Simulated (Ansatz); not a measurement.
Program: Ansatz. Geometries: PBE0-D4/def2-TZVP. ΔE: electronic, gas phase. CCSD(T)/CBS adds triple-zeta CCSD(T) − MP2 to the extrapolated MP2 energy (def2 sets, frozen cores). This one scheme is used for every species, atoms too. Functionals use def2-TZVPP. Open shells (•) are unrestricted, without spin–orbit coupling. Spin–orbit coupling would lower the free atoms: a little for Al, C, S, Si. Each species was taken in one conformer, which may not be the lowest.

Reaction (atomization): `[CH3][AlH][SiH](C)S` → Al• + 2 C• + 9 H• + S• + Si•

`[CH3][AlH][SiH](C)S`:

Cartesian coordinates in Å:
```
C 0.454 -2.387 -1.248
Al 0.549 -0.450 -1.491
Si 0.335 1.069 0.439
C -1.044 0.616 1.635
S 0.023 3.037 -0.382
H -0.451 -2.778 -1.729
H 1.298 -2.885 -1.736
H 0.433 -2.699 -0.202
H 0.759 0.141 -2.954
H 1.609 1.082 1.225
H -2.015 0.625 1.136
H -0.876 -0.383 2.048
H -1.082 1.323 2.467
H 0.009 3.690 0.794
```

| level | ΔE (kcal/mol) | difference from CCSD(T)/CBS |
| --- | --- | --- |
| PBE-D4 | 1123.2 | 4.7 |
| r2SCAN-D4 | 1121.3 | 2.8 |
| PBE0-D4 | 1116.1 | -2.4 |
| ωB97M-V | 1120.5 | 2.0 |
| B2PLYP | 1101.3 | -17.2 |
| PBE | 1115.8 | -2.7 |
| r2SCAN | 1119.4 | 0.9 |
| MP2/def2-TZVPP | 1093.6 | -24.9 |
| SCS-MP2/def2-TZVPP | 1096.0 | -22.5 |
| CCSD/CBS(def2) | 1105.8 | -12.7 |
| CCSD(T)/CBS | 1118.5 | 0 |

Largest T1 diagnostic among the species: 0.018.

From PBE to PBE0 (25 % exact exchange), in def2-TZVPP and without D4, ΔE moves by −6.1 kcal/mol: exact exchange takes away binding that semilocal exchange gives to molecules. In def2-TZVPP, CCSD(T) changes the Hartree–Fock value by +247.1 kcal/mol (the triples alone add +12.7 kcal/mol) and MP2 by +249.8 kcal/mol; breaking electron pairs costs correlation energy, which Hartree–Fock lacks. The D4 term adds +11.9 kcal/mol with B3LYP and +6.4 kcal/mol with PBE0; it sums over pairs of atoms, weighted by their polarisabilities, and B3LYP, whose exchange is more repulsive, gets the larger term.

B3LYP here is the variant with VWN-RPA as its local correlation; programs differ in this.

For atomizations the MP2-based limit and the directly extrapolated one differ by several kJ/mol either way, and by 10 to 25 for some Ge, Se and Sn compounds, so smaller differences from it don't rank the levels.
